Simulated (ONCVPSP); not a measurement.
## Transferability test, ONCV potential for Cl

- Element: Cl
- Generator: ONCVPSP 4.0.1
- Type: optimised norm-conserving Vanderbilt (ONCV)
- Functional: LDA (Perdew-Zunger)
- Relativity: non-relativistic
- Frozen core: [Ne]
- Valence charge: 7
- Reference configuration: 3s2 3p5
- Partial waves: 3s: rc 1.15 bohr, ncon 4, nbas 8, qcut 4.4 1/bohr, 2 projectors, debl 2.8 Ha; 3p: rc 1.35 bohr, ncon 3, nbas 7, qcut 6 1/bohr, 3 projectors, debl 3.8 Ha
- Local potential: polynomial inside 1.05 bohr (lpopt 4, dvloc0 1 Ha)
- Core correction: Teter function fitted to the true core (icmod 2), fcfact 0.6

Energies are relative to the spin-unpolarised reference configuration 3s2 3p5; without spin polarisation the order of configurations can differ from experiment.

| valence configuration | charge | ΔE all-electron (eV) | error AE − PS (meV) |
| --- | --- | --- | --- |
| 3s2 3p3 | +2 | 39.527 | +18 |
| 3s2 3p2 | +3 | 77.928 | +66 |
| 3s1 3p5 | +1 | 26.387 | +3.2 |

Q: What are ΔE and the potential's error for 3s2 3p4?

A: ΔE = 13.987 eV all-electron; the error (AE − PS) is +2.8 meV.
